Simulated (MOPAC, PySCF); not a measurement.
H8F2Ge4, SMILES `[F][GeH2][GeH2][GeH2][GeH2][F]`, neutral singlet in the gas phase. 

Z-matrix (Å, degrees):
```
Ge
H 1 1.5524
H 1 1.5526 2 108.32
Ge 1 2.4375 2 109.61 3 -119.48
F 4 1.7696 1 107.95 2 58.22
H 4 1.5541 5 106.11 1 120.90
H 4 1.5542 6 111.11 5 -114.89
Ge 1 2.4457 2 109.40 3 119.20
H 8 1.5523 1 109.50 2 59.47
H 8 1.5525 9 108.37 1 -119.42
Ge 8 2.4374 9 109.75 10 -119.66
F 11 1.7695 8 108.10 9 59.60
H 11 1.5541 12 106.11 8 120.92
H 11 1.5542 13 111.10 12 -114.91
```
Charge 0, spin multiplicity 1.

All levels are single points at this geometry (PBE-D3(BJ)/def2-SVP); Pople sets use spherical d functions. Orbital energies aren't observables, and empty levels follow the basis.

```
level                           HOMO (eV)  LUMO (eV)  gap (eV)  dipole (D)  vertical IE, Delta-SCF (eV)
------------------------------  ---------  ---------  --------  ----------  ---------------------------
PBE-D3(BJ)/def2-TZVP in PySCF       -6.87      -2.19      4.68        0.03                         9.15
PBE0-D3(BJ)/def2-TZVP in PySCF      -7.96      -1.40      6.57        0.03                         9.54
B3LYP/3-21G in PySCF                -7.43      -1.05      6.38        0.04                            –
BP86/6-31G* in PySCF                -6.71      -2.04      4.68        0.03                            –
PBE/6-31G* in PySCF                 -6.62      -1.97      4.64        0.03                         8.94
SVWN5/6-31G* in PySCF               -6.72      -2.20      4.52        0.03                         9.08
HF/3-21G in PySCF                  -10.19       2.12     12.31        0.04                            –
HF/6-31G* in PySCF                 -10.22       1.91     12.14        0.04                         9.27
HF/STO-3G in PySCF                  -7.67       8.76     16.44        0.03                            –
AM1 in MOPAC                        -9.96      -2.02      7.95        0.06                            –
PM3 in MOPAC                       -10.60      -3.30      7.29        0.04                            –
PM6 in MOPAC                        -9.92      -1.15      8.77        0.07                            –
PM7 in MOPAC                       -10.22      -3.28      6.94        0.07                            –
```
